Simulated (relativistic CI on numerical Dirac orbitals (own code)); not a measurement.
## One change at a time: Bi⁸⁺

Base calculation: Dirac-Coulomb-Breit CI, separate exchange-only KLI orbitals for each configuration, model QED, unscaled Slater integrals.

Configuration list (outside the closed core [Kr] 4d10 4f14): 5s²5p⁶5d⁷, 5s²5p⁶5d⁶6s, 5s²5p⁶5d⁶5f, 5s²5p⁵5d⁸, 5s²5p⁶5d⁵6s², 5s²5p⁶5d⁶6p, 5s²5p⁶5d⁶5g, 5s²5p⁶5d⁵6s6p, 5s²5p⁴5d⁹, 5s²5p⁶5d⁶6d, 5s²5p⁶5d⁵6p², 5s²5p⁶5d⁶7s, 5s5p⁶5d⁸, 5s²5p⁶5d⁶7p, 5s²5p⁵5d⁶6s², 5p⁶5d⁹. Levels of other configurations are missing.

Variants: (1) P86 correlation estimate; (2) Breit term removed; (3) one mean potential for all configurations. Shifts of the energy above 5s²5p⁶5d⁷ ⁴F9/2, in cm⁻¹, for the lowest level and the first level of each name with at least 55 % of one term (blank where a level changes its place among those of its configuration and J or its character, or is not in the variant):

| Level | Base | Δ(1) | Δ(2) | Δ(3) |
| --- | --- | --- | --- | --- |
| 5s²5p⁶5d⁷ ⁴F9/2 | 0 | 0 | 0 | 0 |
| 5s²5p⁶5d⁷ ⁴F7/2 | 23071 | +1 | +530 | -134 |
| 5s²5p⁶5d⁷ ⁴P5/2 | 35326 | +11 | +565 | -123 |
| 5s²5p⁶5d⁷ ⁴P1/2 | 39314 | +12 | +522 | -104 |
| 5s²5p⁶5d⁷ ²H11/2 | 47223 | -1 | +582 | -138 |
| 5s²5p⁶5d⁷ ²G7/2 | 49241 | +8 | +641 | -142 |
| 5s²5p⁶5d⁷ ²F5/2 | 59809 | +19 | +554 | -87 |
| 5s²5p⁶5d⁷ ²P1/2 | 67618 | +12 | +1095 | -239 |
| 5s²5p⁶5d⁷ ²H9/2 | 71166 | +2 | +1125 | -271 |
| 5s²5p⁶5d⁷ ²D3/2 | 76192 | +23 | +754 | -134 |
| 5s²5p⁶5d⁷ ²F7/2 | 77544 | +15 | +1027 | -217 |
| 5s²5p⁶5d⁶6s ⁶D9/2 | 242591 | +5652 | -349 | -951 |
| 5s²5p⁶5d⁶6s ⁶D7/2 | 254855 | +5654 | -215 | -882 |
| 5s²5p⁶5d⁶6s ⁶D1/2 | 265677 | +5653 | -8 | -890 |
| 5s²5p⁶5d⁶6s ⁴H13/2 | 284512 | +5655 | +124 | -887 |
| 5s²5p⁶5d⁶6s ⁴D1/2 | 284722 | +5660 | -64 | -747 |
| 5s²5p⁶5d⁶6s ⁴F3/2 | 294597 | +5653 | +97 | -848 |
| 5s²5p⁶5d⁶6s ⁴P1/2 | 314576 | +5657 | +44 | -916 |
| 5s²5p⁶5d⁶6s ²F7/2 | 320368 | +5659 | +247 | -864 |
| 5s²5p⁶5d⁶6s ²I13/2 | 320938 | +5657 | +670 | -783 |
| 5s²5p⁶5d⁶6s ²I11/2 | 324861 | +5658 | +703 | -726 |
| 5s²5p⁶5d⁶6s ²G7/2 | 325953 | +5661 | +579 | -718 |

At this charge configurations can still be misplaced by up to about 7 % of their energy. Terms inside the open d or f shell come out 10 to 20 % too wide with unscaled integrals. Levels and lines within the n = 5 or 6 shells can be off by up to 10 % or somewhat more, and those that change n by about 2 %, since core polarisation is missing.

Ionisation energy from the two ground configurations alone: base 142.047 eV; P86 correlation estimate 143.657 eV. The NIST ASD value (theoretical) is 143 eV.

LS names give the leading component of a level, which can be under half, so a name can repeat, a term be missing and a line seem to break the LS rules.
